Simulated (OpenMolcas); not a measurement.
## Mo2+: effect of the level shift or regulariser

```yaml
Program: OpenMolcas 26.06
Basis: ANO-RCC-VTZP [7s6p4d2f1g]
Scalar_Hamiltonian: DKH2, point nucleus
Active_space: 4 electrons in 5 orbitals (4d)
State_averaging: 2S+1 = 5 even, 5 roots; 2S+1 = 3 even, 45 roots; 2S+1 = 1 even, 50 roots
Spin-orbit_coupling: RASSI with atomic mean-field integrals over the reference wave functions, term energies averaged over their components
```

Methods on the same reference wave functions:
A. CASSCF
B. MS-CASPT2, IPEA 0.25 Eh, imaginary shift 0.1 Eh (closed shells correlated: 4s 4p)
C. MS-CASPT2, IPEA 0.25 Eh, real shift 0.2 Eh (closed shells correlated: 4s 4p)
D. MS-CASPT2, IPEA 0.25 Eh, sigma2 regulariser 0.3 Eh (closed shells correlated: 4s 4p)

Energies in cm⁻¹ above 4d⁴ ⁵D₀, the measured ground level; measured values from Sugar and Musgrove, J. Phys. Chem. Ref. Data 17, 155 (1988).

| Level | A | B | C | D | Measured |
| --- | --- | --- | --- | --- | --- |
| 4d⁴ ⁵D₀ | 0.0 | 0.0 | 0.0 | 0.0 | 0.0 |
| 4d⁴ ⁵D₁ | 217 | 235 | 234 | 235 | 242 |
| 4d⁴ ⁵D₂ | 618 | 653 | 651 | 652 | 668 |
| 4d⁴ ⁵D₃ | 1161 | 1201 | 1199 | 1201 | 1224 |
| 4d⁴ ⁵D₄ | 1814 | 1843 | 1842 | 1843 | 1872 |
| 4d⁴ ³H₄ | 15831 | 13690 | 13710 | 13690 | 12680 |
| 4d⁴ ³P₀(1) | 16248 | 12190 | 12330 | 12280 | 11149 |
| 4d⁴ ³H₅ | 16314 | 14240 | 14260 | 14240 | 13276 |
| 4d⁴ ³H₆ | 16787 | 14740 | 14760 | 14740 | 13811 |
| 4d⁴ ³P₁(1) | 17470 | 13420 | 13560 | 13510 | 12510 |
| 4d⁴ ³F₃(1) | 18336 | 15060 | 15120 | 15090 | 13948 |
| 4d⁴ ³F₂(1) | 18419 | 15070 | 15140 | 15100 | 13929 |
| 4d⁴ ³F₄(1) | 18572 | 15360 | 15410 | 15390 | 14296 |
| 4d⁴ ³P₂(1) | 19361 | 15270 | 15410 | 15370 | 14358 |
| 4d⁴ ³G₃ | 20205 | 17010 | 17050 | 17030 | 15871 |
| 4d⁴ ³G₄ | 20612 | 17430 | 17470 | 17440 | 16283 |
| 4d⁴ ³G₅ | 20909 | 17800 | 17840 | 17810 | 16714 |
| 4d⁴ ¹I₆ | 24247 | 21220 | 21240 | 21210 | 20290 |
| 4d⁴ ³D₃ | 25481 | 20760 | 20820 | 20810 | 19488 |
| 4d⁴ ³D₂ | 25630 | 20880 | 20950 | 20920 | 19577 |
| 4d⁴ ³D₁ | 25875 | 21180 | 21240 | 21220 |  |
| 4d⁴ ¹G₄(1) | 25899 | 22160 | 22200 | 22160 | 20612 |
| 4d⁴ ¹S₀(1) | 29635 | 24270 | 24330 | 24280 | 22990 |
| 4d⁴ ¹D₂(1) | 31288 | 25090 | 25300 | 25240 | 22806 |

Deviations, from unrounded energies. A percentage is the sum of absolute deviations over the sum of measured energies, with the sign that they share, or ± where signs differ.

```
                        Against measurement  Levels      A     B     C     D
             mean absolute deviation (cm-1)      22   3900   960  1000   990
      fine structure of the ground term (%)       4   -4.9  -1.9  -2.0  -1.9
other terms of the ground configuration (%)      18  +29.4  +7.2  +7.6  +7.4
```

B, D lie about equally close to measurement and A furthest from it. The largest miss of B in the table is 4d⁴ ¹D₂(1), by +2300 cm-1. The ranking rests on the paired levels alone, and a cruder setting can come out closer through cancelling errors.

Among B to D the level of the table that moves most is 4d⁴ ¹D₂(1), by 210 cm-1 (lowest in B, highest in C). Moves below CASPT2's spread within the term are not significant.

The mean deviations of B to D differ by less than CASPT2's widest spread within a term (1500 cm-1), so their order carries little weight.

From A to B the spin-free energies of the other terms of 4d⁴ shown, above ⁵D, scale by factors of 0.76 to 0.86, as is usual when dynamic correlation screens the repulsion within a d or f shell.

The lowest spin-free term lies below A's lowest term by 0.329 hartree in B, 0.329 hartree in C, 0.329 hartree in D.

CASPT2 breaks the degeneracy within a term, and the mean is taken; among the terms shown or strongly mixed into the levels shown the widest spread is 1500 cm-1 (4d⁴ ¹I, D). Levels of configurations with an s electron are missing; early in the row they begin among the upper levels of the d shell and mix with terms of their name. Some levels mix across a computed gap that differs much from the measured one, so their mixing is not that of the real levels. Without dynamic correlation excited terms often stand tens of per cent too high (terms of higher spin than the ground term too low), and those without a measured partner can miss by more than the paired ones (holds for A). The CASPT2 spread within a term exceeds the gap to the next term for 4d⁴ ³P(1) and 4d⁴ ³H, 4d⁴ ³D and 4d⁴ ¹I, 4d⁴ ¹I and 4d⁴ ¹G(1), so the order of their levels is uncertain (holds for B; C; D). Computed and measured levels are paired by configuration, term and J; levels that our copy of the source lacks, or whose pairing is in doubt (as where it misses far off the trend of its configuration), stay unpaired and out of the deviations. Levels of configurations outside the active space are missing. Levels that lie high or do not pair safely by name in every column are left out.

A number in round brackets counts repeated terms of one configuration in the order of the reference energies.
